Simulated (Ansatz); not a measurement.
A structure relaxed at PBE0-D4/def2-TZVP, charge 0, multiplicity 1:

```tsv
atom	x (Å)	y (Å)	z (Å)
N1	0.518	-0.882	1.076
Si2	0.655	0.123	-0.289
C3	-1.045	0.822	-0.652
Se4	-2.513	0.328	0.174
H5	1.237	-1.518	1.374
H6	-0.407	-1.164	1.365
H7	1.585	1.266	-0.070
H8	1.109	-0.552	-1.543
H9	-1.140	1.576	-1.435
```

(1) Give its formula and SMILES.

(2) Summarise the bond lengths by kind.

Answers

(1) CH5NSeSi, `N[SiH2]C=[Se]`.

(2) 1 × N–Si 1.701 Å; 2 × H–N 1.005 to 1.009 Å; 1 × C–Si 1.874 Å; 2 × H–Si 1.490 to 1.494 Å; 1 × C–Se 1.755 Å; 1 × C–H 1.091 Å.

Results of the Gaussian-basis code of Ansatz.
